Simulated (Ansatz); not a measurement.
Species: sum formula H6Si2NO, charge 0, multiplicity 2. It need not be the lowest isomer of its formula. SMILES: O([SiH2])[SiH2]N
Structure (B3LYP-D3(BJ)/def2-TZVP (Ansatz, an electronic-structure program) minimum search):
```xyz
10

N     -1.4347     1.3446    -0.7048
Si    -1.2423    -0.1876     0.0232
O      0.3160    -0.6814     0.2373
Si     1.8826    -0.2085     0.3271
H     -1.3813     2.2014    -0.1789
H     -1.2987     1.4992    -1.6905
H     -1.8656    -1.1982    -0.8525
H     -1.8682    -0.1188     1.3587
H      2.7296    -1.4316     0.3481
H      2.2350     0.6330    -0.8538
```
Charge 0, spin multiplicity 2.

Computed values are from Ansatz. Cores are frozen in the correlated levels unless marked. UHF or UKS for open shells. Spin-orbit coupling is left out. Non-relativistic. CBS marks a two-point X^-3 extrapolation of the correlation energy; Hartree-Fock from the larger set.

Question: What is the atomisation energy De at CCSD(T)/CBS(aug-cc-pV(T+d)Z,aug-cc-pV(Q+d)Z)?

Answer: 3359.0 kJ/mol.

Question: What is the dipole moment at CCSD(T)/aug-cc-pV(D+d)Z?

Answer: 1.53 D.

Question: What is the total energy at CCSD(T)/CBS(aug-cc-pV(T+d)Z,aug-cc-pV(Q+d)Z)?

Answer: -711.6917 Eh.

Question: What is the T1 diagnostic at CCSD/aug-cc-pV(Q+d)Z?

Answer: 0.013.
